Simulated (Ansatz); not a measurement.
```xyz
2

Li    0.0000    0.0000   -0.3675
H     0.0000    0.0000    1.1025
```

Basis set: def2-TZVP (spherical functions). All electrons are correlated. Charge 0, multiplicity 1.

Computed with Ansatz (development build ahead of 0.2.0); each method stands on the lowest determinant of its kind that the runs found. Restricted open shells among the atoms or ions are ROHF, correlated in semicanonical orbitals with singles.

The atomization energy at this shape (free ground-state atoms in the same class of orbitals less the molecule, no zero-point energy) of singlet LiH:

```
 method  atomization energy
RHF-MP2             1.94 eV
```

**Question.** What does RHF give?

**Answer.** 1.36 eV.
